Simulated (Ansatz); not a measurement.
Job for Ansatz (an electronic-structure program): R-CCSD(T)/def2-SVP on ClH3SiSn (SMILES [SiH3][Sn][Cl]), a point of a torsion scan. Elements past Kr take the def2 small-core potentials; no spin–orbit coupling. The run froze 19 orbitals, filled d shells among them.

Ansatz 0.2 input:
```yaml
crystal:
  periodic: [false, false, false]
  atoms:
    - {symbol: Si, position_ang: [-0.72434596, 0.03835044, 0.01249370]}
    - {symbol: Sn, position_ang: [1.60558646, 1.27893015, -0.11626892]}
    - {symbol: Cl, position_ang: [2.17228880, 1.07549853, 2.18518788]}
    - {symbol: H, position_ang: [-1.13503366, -0.46198244, 1.33586599]}
    - {symbol: H, position_ang: [-1.88370659, 0.85155947, -0.41995082]}
    - {symbol: H, position_ang: [-0.83831358, -1.15639951, -0.85469828]}
basis:
  gaussian:
    orbitals: def2-SVP
magnetization: {spin_polarized: false}
correlation: {method: ccsd_t, electrons: outside_noble_gas}
scf: {lower_state_search: off}
```

Task: Predict the final total energy.

Result: -963.6781 hartree (reference determinant -963.3254, T1 diagnostic 0.015).
